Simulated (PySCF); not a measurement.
Species: C7H10N2.
Geometry (PBE0-D3(BJ)/def2-SVP, Å), atoms numbered from 1 in this order:
```xyz
19
C7H10N2 angstrom
C      2.6136    0.8321   -0.3369
N      2.1862   -0.3476   -1.0359
C      1.0304   -0.8415   -0.8768
C     -0.0542   -0.4117    0.0547
C      0.3330   -0.0558    1.3868
N      0.6589    0.2106    2.4686
C     -1.3745   -0.4302   -0.2754
C     -1.8475   -0.7902   -1.6457
C     -2.4467   -0.0650    0.6985
H      1.8000    1.4992   -0.0012
H      3.2927    1.4043   -0.9871
H      3.1964    0.5427    0.5540
H      0.7899   -1.7307   -1.4806
H     -2.5582   -1.6315   -1.5956
H     -1.0382   -1.0481   -2.3381
H     -2.4018    0.0597   -2.0778
H     -3.1732   -0.8899    0.7852
H     -3.0115    0.8085    0.3323
H     -2.0545    0.1653    1.6969
```

Level: CAM-B3LYP/def2-SVPD in PySCF, non-relativistic, on one gas-phase PBE0-D3(BJ)/def2-SVP geometry that isn't relaxed in the solvent. The solvent is an IEF-PCM continuum (cavity from Bondi-type radii × 1.2). Only the electrostatic response of the medium enters.

Gas phase at CAM-B3LYP/def2-SVPD: HOMO -8.70 eV, LUMO -0.74 eV, dipole 4.72 D.

Problem. What does the continuum do to the energy, the frontier levels and the dipole at CAM-B3LYP/def2-SVPD in cyclohexane and acetone?

Solution. 
| solvent | ε | E(solvent) − E(gas) (kJ/mol) | polarisation term (kJ/mol) | distortion of the solute (kJ/mol) | HOMO (eV) | LUMO (eV) | dipole (D) |
| --- | --- | --- | --- | --- | --- | --- | --- |
| cyclohexane | 2.017 | -15.22 | -16.73 | 1.51 | -8.71 | -0.65 | 5.48 |
| acetone | 20.49 | -37.18 | -46.69 | 9.51 | -8.69 | -0.57 | 6.66 |

The first energy column is the sum of the next two and covers electrostatics alone. The atom shares or the degeneracy of the HOMO differ from the gas phase in acetone, so that column needn't follow one orbital. From cyclohexane to acetone the lowering changes by a factor 2.44, Onsager's factor (ε − 1)/(2ε + 1) by 2.30 and ε itself by 10.2.

Problem. Which radius a makes the point-dipole formula ΔE = −[(ε − 1)/(2ε + 1)]·μ²/a³ give the value in acetone, with the gas-phase dipole?

Solution. μ = 1.859 au and |ΔE| = 0.01416 Eh give a = 2.56 Å; the farthest nucleus lies 3.90 Å from the centroid of the nuclei, so such a sphere wouldn't even hold the nuclei. The formula assumes a rigid point dipole at the centre of a sphere.

Problem. Give the dipole vector in the frame of the coordinates (D, pointing from negative to positive charge), gas and acetone.

Solution. Gas (-3.83, -0.22, -2.76), solvent (-5.47, -0.41, -3.77). Its length changes by +41 % and its direction by 2°.

Problem. How does the static polarisability (CAM-B3LYP/def2-SVPD, frozen core, with the continuum's full static response) change?

Solution. 
| medium | isotropic (au) | principal values (au) | ⟨r²⟩ of the electrons (bohr²) |
| --- | --- | --- | --- |
| gas | 100.2 | 70.3, 96.2, 134.0 | 1362.3 |
| cyclohexane | 113.2 | 78.4, 108.8, 152.6 | 1362.5 |
| acetone | 135.9 | 96.0, 129.9, 181.8 | 1362.8 |

The isotropic value in acetone is 1.36 times the gas-phase one; no cavity-field correction is applied. ⟨r²⟩ is taken about the centre of nuclear charge.
